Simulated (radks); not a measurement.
Problem. Radial electron density D(r) = 4 pi r^2 rho(r) of an atom or ion with 10.75 electrons. Calculated with a radial shooting solver on a logarithmic mesh with Libxc functionals: non-relativistic Kohn-Sham, PBE, spin-polarised, spherical densities, point nucleus.

| r (bohr) | D(r) (e/bohr) | spin D(r) |
|---|---|---|
| 0.009067 | 1.432 | 0.0000227 |
| 0.01022 | 1.762 | 0.0000418 |
| 0.01153 | 2.160 | 0.0000734 |
| 0.01289 | 2.601 | 0.000121 |
| 0.01454 | 3.157 | 0.000201 |
| 0.01626 | 3.764 | 0.000319 |
| 0.01833 | 4.515 | 0.000517 |
| 0.0205 | 5.316 | 0.000803 |
| 0.02312 | 6.282 | 0.00127 |
| 0.02586 | 7.281 | 0.00195 |
| 0.02916 | 8.443 | 0.00304 |
| 0.03287 | 9.678 | 0.00470 |
| 0.03677 | 10.86 | 0.00702 |
| 0.04146 | 12.13 | 0.0107 |
| 0.04637 | 13.24 | 0.0157 |
| 0.05228 | 14.30 | 0.0236 |
| 0.05848 | 15.10 | 0.0340 |
| 0.06593 | 15.66 | 0.0499 |
| 0.07375 | 15.85 | 0.0707 |
| 0.08315 | 15.67 | 0.101 |
| 0.09375 | 15.08 | 0.143 |
| 0.1049 | 14.20 | 0.194 |
| 0.1182 | 12.99 | 0.266 |
| 0.1322 | 11.77 | 0.349 |
| 0.1491 | 10.53 | 0.459 |
| 0.1668 | 9.613 | 0.581 |
| 0.188 | 9.058 | 0.730 |
| 0.2103 | 9.027 | 0.881 |
| 0.2371 | 9.512 | 1.05 |
| 0.2674 | 10.41 | 1.20 |
| 0.2991 | 11.42 | 1.32 |
| 0.3372 | 12.38 | 1.40 |
| 0.3771 | 12.92 | 1.42 |
| 0.4252 | 12.87 | 1.38 |
| 0.4756 | 12.15 | 1.27 |
| 0.5363 | 10.73 | 1.10 |
| 0.5998 | 8.956 | 0.910 |
| 0.6763 | 6.887 | 0.692 |
| 0.7625 | 4.962 | 0.487 |
| 0.8529 | 3.525 | 0.327 |
| 0.9616 | 2.483 | 0.198 |
| 1.076 | 1.952 | 0.115 |
| 1.213 | 1.724 | 0.0592 |
| 1.356 | 1.662 | 0.0285 |
| 1.529 | 1.588 | 0.0101 |
| 1.711 | 1.424 | 0.00104 |
| 1.929 | 1.137 | -0.00350 |
| 2.175 | 0.7981 | -0.00475 |
| 2.432 | 0.5055 | -0.00422 |
| 2.743 | 0.2682 | -0.00292 |
| 3.068 | 0.1280 | -0.00172 |
| 3.459 | 0.04855 | -0.000791 |
| 3.869 | 0.01632 | -0.000313 |
| 4.362 | 0.004075 | -0.0000913 |
| 4.879 | 0.0008911 | -0.0000228 |
| 5.501 | 0.0001340 | -0.00000393 |

What is the nuclear charge?

Solution. Z = 14. The innermost maximum, from 1s, lies near 1/Z = 0.0714 bohr (found: 0.0743), and its height grows with Z. The density is that of the silicon ion Si3.25+ in [He] 2s2 3s2 2p(up 2.75, down 2); the configuration itself is not fixed sharply by these data, and Z only to about a unit. D(r) has 2 maxima, at r = 0.0743, 0.399 bohr, and minima at 0.200 bohr, inside which lie 2.21 electrons.
